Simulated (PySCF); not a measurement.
**A search over the determinants of FeO**

Unrestricted PBE0; basis Fe def2-TZVPP, O def2-TZVPP; no relativity; PySCF 2.14. Outer shells of the fragments: Fe 3d6 4s2; O 2s2 2p4.

Followed along the bond (rough minima from three points):

| 2Ms+1 | unpaired | ⟨S²⟩ at the start | R at minimum (Å) | Te (eV) |
| --- | --- | --- | --- | --- |
| 5 | σ ↑, π ↑↑, δ ↑ | 6.10 | 1.60 | 0.00 |
| 5 | π ↑↑, δ ↑↑ | 6.24 | 1.62 | 0.56 |
| 7 | σ ↑↑, π ↑↑, δ ↑↑ | 12.02 | 1.66 | 0.76 |
| 5 | σ ↑, π ↑, δ ↑↑ | 6.15 | 1.66 | 0.95 |
| 3 | π ↑, δ ↑ | 3.16 | 1.72 | 1.14 |
| 3 | π ↑, δ ↑ | 3.16 | 1.72 | 1.14 |

Solutions found at the starting distance of 1.725 Å, counted from the lowest of them; the search is not exhaustive and high or unbound solutions are not listed, so other states can lie among these:

```
2Ms+1          unpaired   term  E (eV)   ⟨S²⟩  ⟨Lz²⟩  μ (D)
    5    σ ↑, π ↑↑, δ ↑     ⁵Δ    0.00   6.10   4.01  -5.86
    5        π ↑↑, δ ↑↑    ⁵Σ⁺    0.52   6.24   0.00  -5.03
    7  σ ↑↑, π ↑↑, δ ↑↑    ⁷Σ⁺    0.57  12.02   0.00  -2.53
    5    σ ↑, π ↑, δ ↑↑     ⁵Π    0.79   6.15   1.01  -5.45
    3          π ↑, δ ↑  mixed    0.89   3.16   5.02  -3.66
    3          π ↑, δ ↑  mixed    0.90   3.16   5.01  -3.67
    5    σ ↑↑, π ↑, δ ↑  mixed    0.94   6.80   5.00  -1.43
    5    σ ↑↑, π ↑, δ ↑  mixed    0.95   6.80   5.03  -1.43
    3    σ ↑, π ↑↓, δ ↑  mixed    1.01   3.08   5.43  -5.00
    3    σ ↓, π ↑↑, δ ↑  mixed    1.16   3.02   4.01  -5.87
```

A term symbol is given only where ⟨S²⟩ and ⟨Lz²⟩ are close to those of a pure state; real π, δ and φ orbitals otherwise mix terms. A positive dipole means Fe(−)O(+).

With d or f electrons several states lie close, and the lowest PBE0 determinant need not be the measured ground state.
